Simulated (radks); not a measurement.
Values are calculated unless marked as measured or tabulated.
Problem. Isoelectronic series with 6 electrons, each ion in its NIST ground configuration. Code: a radial shooting solver on a logarithmic mesh with Libxc functionals. Model: Dirac Kohn-Sham, BLYP, spin-unpolarised, spherical densities, finite nucleus; open shells fill j = l - 1/2 first; Fermi nuclear charge, rms radius of each element as measured or else 0.836 A^(1/3) + 0.57 fm. Total energies (hartree) and orbital eigenvalues (eV) (* marks an orbital that is empty in some or all of the ions):

ion,configuration,E (hartree),2p3/2*,2p1/2,2s1/2,1s1/2
C,[He] 2s2 2p2,-37.81804,-5.2310,-5.2399,-13.6066,-273.9195
N+,[He] 2s2 2p2,-54.02066,-20.6693,-20.6937,-32.3226,-402.3271
O2+,[He] 2s2 2p2,-73.24428,-43.2521,-43.3055,-58.2154,-558.4862
F3+,[He] 2s2 2p2,-95.48691,-72.7877,-72.8896,-91.0847,-742.1738
Ne4+,[He] 2s2 2p2,-120.75029,-109.2097,-109.3869,-130.8696,-953.3285
Mg6+,[He] 2s2 2p2,-180.35376,-202.6023,-203.0446,-231.1121,-1458.022
Al7+,[He] 2s2 2p2,-214.70345,-259.5462,-260.1982,-291.5658,-1751.602
Si8+,[He] 2s2 2p2,-252.09273,-323.3130,-324.2414,-358.9160,-2072.718
P9+,[He] 2s2 2p2,-292.52812,-393.8996,-395.1837,-433.1737,-2421.417
S10+,[He] 2s2 2p2,-336.01675,-471.3044,-473.0378,-514.3527,-2797.751
Ar12+,[He] 2s2 2p2,-432.18528,-646.5687,-649.5427,-697.5414,-3633.566
K13+,[He] 2s2 2p2,-484.88246,-744.4301,-748.2295,-799.5894,-4093.182
Ca14+,[He] 2s2 2p2,-540.66739,-849.1133,-853.8995,-908.6349,-4580.702
Sc15+,[He] 2s2 2p2,-599.55017,-960.6207,-966.5752,-1024.702,-5096.207

Estimate the row of Cl11+ ([He] 2s2 2p2).

Solution. E (hartree) -382.56635; 2p3/2* -555.5273; 2p1/2 -557.8184; 2s1/2 -602.4692; 1s1/2 -3201.779.
